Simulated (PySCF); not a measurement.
Species: C4H12GeO.
InChI=1S/C4H12GeO/c1-3-4(2)6-5/h4H,3H2,1-2,5H3/t4-/m1/s1

Torsions of this conformer, `[CH3:1][CH2:2][C@@H:3]([CH3:4])[O:5][GeH3:6]`: C1–C2–C3–C4 178°, C2–C3–O5–Ge6 157°.

The closed-shell ground state was solved at several levels (PySCF, density fitting, gas phase). The structure is a single PBE0-D3(BJ)/def2-SVP conformer in the gas phase; no vibrational or solvent corrections. Relativistic effects, spin–orbit coupling among them, are left out although an element past zinc is present.

```json
{"level": "PBE0/def2-TZVP", "basis functions": "275", "HOMO (eV)": "-7.65", "LUMO (eV)": "0.36", "gap (eV)": "8.01", "dipole (D)": "0.97"}
{"level": "PBE0/6-31G*", "basis functions": "126", "HOMO (eV)": "-7.40", "LUMO (eV)": "0.56", "gap (eV)": "7.96", "dipole (D)": "1.07"}
{"level": "PBE/def2-SVPD", "basis functions": "237", "HOMO (eV)": "-6.18", "LUMO (eV)": "-0.66", "gap (eV)": "5.52", "dipole (D)": "0.96"}
{"level": "CAM-B3LYP/def2-SVPD", "basis functions": "237", "HOMO (eV)": "-9.11", "LUMO (eV)": "0.95", "gap (eV)": "10.06", "dipole (D)": "1.12"}
{"level": "BHandHLYP/def2-SVPD", "basis functions": "237", "HOMO (eV)": "-9.15", "LUMO (eV)": "0.84", "gap (eV)": "9.99", "dipole (D)": "1.15"}
{"level": "PBE0/def2-SVP", "basis functions": "162", "HOMO (eV)": "-7.57", "LUMO (eV)": "0.60", "gap (eV)": "8.17", "dipole (D)": "1.07"}
{"level": "PBE0/def2-SVPD", "basis functions": "237", "HOMO (eV)": "-7.69", "LUMO (eV)": "0.16", "gap (eV)": "7.85", "dipole (D)": "1.05"}
{"level": "wB97X-D/def2-SVPD", "basis functions": "237", "HOMO (eV)": "-9.58", "LUMO (eV)": "1.80", "gap (eV)": "11.38", "dipole (D)": "1.09"}
{"level": "LC-wPBE/def2-SVPD", "basis functions": "237", "HOMO (eV)": "-10.40", "LUMO (eV)": "1.91", "gap (eV)": "12.31", "dipole (D)": "1.14"}
{"level": "B3LYP/def2-SVPD", "basis functions": "237", "HOMO (eV)": "-7.46", "LUMO (eV)": "-0.09", "gap (eV)": "7.37", "dipole (D)": "1.06"}
```

What might PBE0/aug-cc-pVDZ (259 basis functions) give for the same quantities?

HOMO -7.62 eV, LUMO -0.12 eV, gap 7.50 eV, dipole 1.00 D.

Over all these levels, which gives the widest orbital gap and which the narrowest?

LC-wPBE/def2-SVPD (range-separated hybrid) has the widest, 12.31 eV, and PBE/def2-SVPD (GGA) the narrowest, 5.52 eV. The two share the basis. From the narrowest to the widest the HOMO moves by -4.22 eV and the LUMO by +2.57 eV.

How much does the basis alone move the frontier levels among the 5 PBE0 rows (the withheld one included)?

The HOMO by 0.29 eV and the LUMO by 0.72 eV. By rising basis size (HOMO, LUMO in eV): 6-31G* -7.40, 0.56; def2-SVP -7.57, 0.60; def2-SVPD -7.69, 0.16; aug-cc-pVDZ -7.62, -0.12; def2-TZVP -7.65, 0.36.

In the def2-SVPD basis, how does the gap go with the fixed share of exact exchange?

PBE (0 %) 5.52 eV; B3LYP (20 %) 7.37 eV; PBE0 (25 %) 7.85 eV; BHandHLYP (50 %) 9.99 eV. Each rise in the share widens the gap here.

How far do the dipole and the HOMO energy spread over the levels?

The dipole runs from 0.96 to 1.15 D (mean 1.06 D) and the HOMO from -10.40 to -6.18 eV.
